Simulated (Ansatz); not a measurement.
A short molecular-dynamics run on SiTe2⁺.

```yaml
crystal:
  periodic: [false, false, false]
  atoms:
    - {symbol: Si, position_ang: [1.396570, 0.423855, -0.096699]}
    - {symbol: Te, position_ang: [-0.303840, -1.499769, 0.103145]}
    - {symbol: Te, position_ang: [-1.092729, 1.075914, -0.006446]}
basis:
  gaussian: {orbitals: def2-SVP}
total_charge: 1
magnetization: {spin_polarized: false, initial_magnetization: 1}
hamiltonian: {xc: {name: BLYP}, dispersion: d3bjatm}
md: {timestep: 0.5 fs, n_steps: 15, ensemble: nvt_langevin, temperature: 700, initial_velocities: maxwell_boltzmann, friction: 0.01, seed: 531}
scf: {omitted_lower_state_checks: [starts]}
```

```sh
$ ansatz run in.yaml --threads 4 --pin off --events-out ev --progress --plain --max-ram 3916MiB
```

| step | time (fs) | potential energy (eV) | kinetic (eV) | T (K) |
| --- | --- | --- | --- | --- |
| 0 | 0.0 | -22452.5597 | 0.1810 | 467 |
| 1 | 0.5 | -22452.5594 | 0.2001 | 516 |
| 2 | 1.0 | -22452.5589 | 0.1770 | 456 |
| 3 | 1.5 | -22452.5583 | 0.1756 | 453 |
| 4 | 2.0 | -22452.5577 | 0.1766 | 456 |
| 5 | 2.5 | -22452.5569 | 0.1665 | 429 |
| 6 | 3.0 | -22452.5562 | 0.1239 | 319 |
| 7 | 3.5 | -22452.5557 | 0.1150 | 297 |
| 8 | 4.0 | -22452.5552 | 0.1232 | 318 |
| 9 | 4.5 | -22452.5544 | 0.1144 | 295 |
| 10 | 5.0 | -22452.5534 | 0.1081 | 279 |
| 11 | 5.5 | -22452.5524 | 0.1418 | 366 |
| 12 | 6.0 | -22452.5514 | 0.1351 | 348 |
| 13 | 6.5 | -22452.5503 | 0.1541 | 397 |
| 14 | 7.0 | -22452.5491 | 0.1608 | 415 |
| 15 | 7.5 | -22452.5479 | 0.1523 | 393 |

Velocities are drawn at the set temperature; a run this short doesn't reach equilibrium. Under Langevin dynamics the printed temperature counts 3N degrees of freedom, so it starts below the set value.

In the def2 sets Te takes a core potential; there is no spin–orbit coupling.

With spin_polarized false and unpaired electrons the run is restricted open-shell.

Frames (Å, forces in eV/Å):

```xyz
3
time=0.0 fs
Si    1.397    0.424   -0.097    0.595    0.180   -0.041
Te   -0.304   -1.500    0.103   -0.064   -0.850    0.053
Te   -1.093    1.076   -0.006   -0.531    0.670   -0.012
3
time=0.5 fs
Si    1.395    0.421   -0.094    0.621    0.199   -0.043
Te   -0.303   -1.500    0.103   -0.091   -0.847    0.054
Te   -1.094    1.077   -0.007   -0.531    0.648   -0.011
3
time=1.0 fs
Si    1.393    0.419   -0.092    0.649    0.218   -0.045
Te   -0.301   -1.501    0.103   -0.117   -0.844    0.055
Te   -1.094    1.078   -0.007   -0.531    0.625   -0.010
3
time=1.5 fs
Si    1.391    0.417   -0.090    0.675    0.236   -0.046
Te   -0.300   -1.501    0.103   -0.142   -0.840    0.055
Te   -1.095    1.079   -0.008   -0.532    0.603   -0.009
3
time=2.0 fs
Si    1.389    0.415   -0.087    0.701    0.255   -0.048
Te   -0.299   -1.502    0.102   -0.168   -0.836    0.056
Te   -1.096    1.080   -0.008   -0.533    0.581   -0.008
3
time=2.5 fs
Si    1.387    0.413   -0.085    0.727    0.273   -0.049
Te   -0.298   -1.502    0.102   -0.193   -0.832    0.056
Te   -1.096    1.082   -0.008   -0.534    0.559   -0.007
3
time=3.0 fs
Si    1.385    0.411   -0.084    0.750    0.289   -0.051
Te   -0.297   -1.503    0.102   -0.216   -0.826    0.057
Te   -1.097    1.083   -0.009   -0.534    0.538   -0.006
3
time=3.5 fs
Si    1.383    0.410   -0.082    0.767    0.302   -0.051
Te   -0.296   -1.503    0.101   -0.235   -0.819    0.057
Te   -1.098    1.083   -0.009   -0.532    0.517   -0.005
3
time=4.0 fs
Si    1.382    0.409   -0.080    0.783    0.314   -0.052
Te   -0.295   -1.504    0.101   -0.253   -0.812    0.056
Te   -1.099    1.084   -0.009   -0.530    0.498   -0.005
3
time=4.5 fs
Si    1.380    0.407   -0.078    0.802    0.327   -0.053
Te   -0.294   -1.505    0.100   -0.272   -0.808    0.056
Te   -1.100    1.085   -0.009   -0.530    0.480   -0.004
3
time=5.0 fs
Si    1.378    0.406   -0.076    0.822    0.341   -0.053
Te   -0.293   -1.505    0.100   -0.291   -0.805    0.056
Te   -1.100    1.086   -0.008   -0.531    0.464   -0.003
3
time=5.5 fs
Si    1.376    0.405   -0.074    0.841    0.355   -0.054
Te   -0.293   -1.506    0.099   -0.310   -0.802    0.056
Te   -1.102    1.087   -0.008   -0.531    0.447   -0.002
3
time=6.0 fs
Si    1.375    0.403   -0.073    0.861    0.370   -0.055
Te   -0.292   -1.507    0.099   -0.331   -0.797    0.057
Te   -1.103    1.087   -0.008   -0.530    0.428   -0.001
3
time=6.5 fs
Si    1.373    0.402   -0.071    0.879    0.385   -0.056
Te   -0.291   -1.507    0.098   -0.352   -0.792    0.057
Te   -1.104    1.088   -0.008   -0.527    0.407    0.000
3
time=7.0 fs
Si    1.371    0.400   -0.070    0.898    0.401   -0.057
Te   -0.290   -1.508    0.098   -0.373   -0.787    0.057
Te   -1.105    1.089   -0.007   -0.524    0.386    0.000
3
time=7.5 fs
Si    1.369    0.399   -0.068    0.917    0.417   -0.058
Te   -0.289   -1.509    0.097   -0.394   -0.782    0.057
Te   -1.106    1.089   -0.007   -0.522    0.365    0.001
```

It took 5.5 s on 4 threads of AMD EPYC 9R45 on a shared host.
